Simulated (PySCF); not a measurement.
## `CC1=C[P@+](C)(C2CC2)CC1`: 4 charge schemes on one density

C9H16P (charge +1).
Geometry (PBE0-D3(BJ)/def2-SVP, Å), atoms numbered from 1 in this order:
```xyz
26
C9H16P angstrom
C     -3.4420   -0.3410   -0.9803
C     -2.1106   -0.1795   -0.3393
C     -1.0311    0.3643   -0.9431
P      0.3732    0.3517    0.1355
C      1.0314    1.9971    0.4608
C      1.6732   -0.7341   -0.4295
C      3.0621   -0.6903    0.1668
C      2.8509   -0.2358   -1.2328
C     -0.5082   -0.3356    1.5772
C     -1.9280   -0.6570    1.0786
H     -4.2087    0.1990   -0.4010
H     -3.4557    0.0262   -2.0138
H     -3.7395   -1.4022   -0.9762
H     -1.0152    0.7359   -1.9693
H      1.8406    1.9554    1.2042
H      1.4114    2.4425   -0.4697
H      0.2158    2.6254    0.8459
H      1.2687   -1.7181   -0.6922
H      3.5407   -1.6564    0.3433
H      3.2886    0.0617    0.9279
H      3.1801   -0.8785   -2.0525
H      2.9321    0.8330   -1.4481
H      0.0313   -1.2168    1.9523
H     -0.5081    0.4114    2.3846
H     -2.1307   -1.7400    1.1201
H     -2.6907   -0.1919    1.7238
```

Density: PBE0/pcSseg-1 (PySCF); schemes: Mulliken, IAO, Hirshfeld and ESP-fitted. The structure is a single PBE0-D3(BJ)/def2-SVP conformer in the gas phase; no vibrational or solvent corrections.

**Question.** Atoms with like bonding are taken together and averaged. Do the Mulliken, IAO, Hirshfeld and ESP-fitted schemes agree on where the charge is highest?

**Answer.** All schemes agree: Mulliken P4 (+0.670); IAO P4 (+1.229); Hirshfeld P4 (+0.461); ESP-fitted P4 (+0.820).

**Question.** At which atom do the 4 schemes differ most?

**Answer.** At P4: from +0.461 (Hirshfeld) to +1.229 e (IAO), 0.768 e apart.

**Question.** For which atoms does the sign change between the 4 schemes (beyond +0.03 e in one, beyond −0.03 e in another)?

**Answer.** C2.

**Question.** Tabulate the Mulliken, IAO, Hirshfeld and ESP-fitted charges.

**Answer.** In e; atoms taken as equivalent share a row and are averaged (×n: the atom named and its like, n in all):

```tsv
atom	environment	Mulliken	IAO	Hirshfeld	ESP-fitted
C1	allylic carbon	-0.143	-0.427	-0.095	-0.611
C2	fully substituted alkene carbon	-0.339	+0.103	+0.066	+0.359
C3	alkene CH carbon	-0.245	-0.454	-0.110	-0.610
P4	phosphonium phosphorus	+0.670	+1.229	+0.461	+0.820
C5	sp3 carbon bound to phosphorus	-0.443	-0.643	-0.127	-0.652
C6	sp3 carbon bound to phosphorus	-0.458	-0.388	-0.079	-0.382
C7	three-membered-ring carbon	-0.171	-0.264	-0.060	-0.267
C8	three-membered-ring carbon	-0.162	-0.260	-0.058	-0.174
C9	sp3 carbon bound to phosphorus	-0.426	-0.473	-0.084	-0.392
C10	allylic carbon	-0.102	-0.268	-0.051	-0.075
H11/H12/H13	methyl hydrogen	+0.157	+0.174	+0.069	+0.201
H14	vinylic hydrogen	+0.141	+0.185	+0.073	+0.268
H15/H16/H17	methyl hydrogen	+0.196	+0.190	+0.078	+0.232
H18	methine hydrogen	+0.189	+0.182	+0.070	+0.229
H19	methylene hydrogen	+0.179	+0.180	+0.076	+0.193
H20	methylene hydrogen	+0.158	+0.155	+0.061	+0.151
H21	methylene hydrogen	+0.180	+0.181	+0.076	+0.172
H22	methylene hydrogen	+0.159	+0.157	+0.062	+0.130
H23	methylene hydrogen	+0.201	+0.185	+0.071	+0.160
H24	methylene hydrogen	+0.197	+0.181	+0.071	+0.171
H25	methylene hydrogen	+0.180	+0.174	+0.068	+0.104
H26	methylene hydrogen	+0.178	+0.175	+0.069	+0.107
```

Mean size of the charges over all atoms: IAO 0.283 e, ESP-fitted 0.282 e, Mulliken 0.230 e, Hirshfeld 0.090 e. Each set sums to the total charge, 1, to within 0.001 e. The Mulliken scheme gives each basis function's population to the atom it is centred on and halves the overlap population of two atoms between them. The Hirshfeld scheme divides the density at each point in proportion to the densities of the neutral, spherically averaged free atoms.

Some averages cover members that differ in this geometry: H15/H16/H17, ESP-fitted +0.220 to +0.248 e.

**Question.** How many electrons does the Mulliken scheme count on C9?

**Answer.** Z − q = 6 − (-0.426) = 6.426.

**Question.** How closely do the schemes follow one another over all atoms?

**Answer.** Correlation coefficient and root-mean-square difference: IAO with Hirshfeld 0.99, 0.252 e; IAO with ESP-fitted 0.94, 0.120 e; Hirshfeld with ESP-fitted 0.91, 0.240 e; Mulliken with IAO 0.90, 0.167 e; Mulliken with Hirshfeld 0.86, 0.175 e; Mulliken with ESP-fitted 0.82, 0.193 e.

These values come from a run that also computed NMR shieldings. Hardware: an Intel Xeon Platinum 8488C with one thread, no GPU, shared host. Cost: 77 s, 1.3 GiB resident at most.
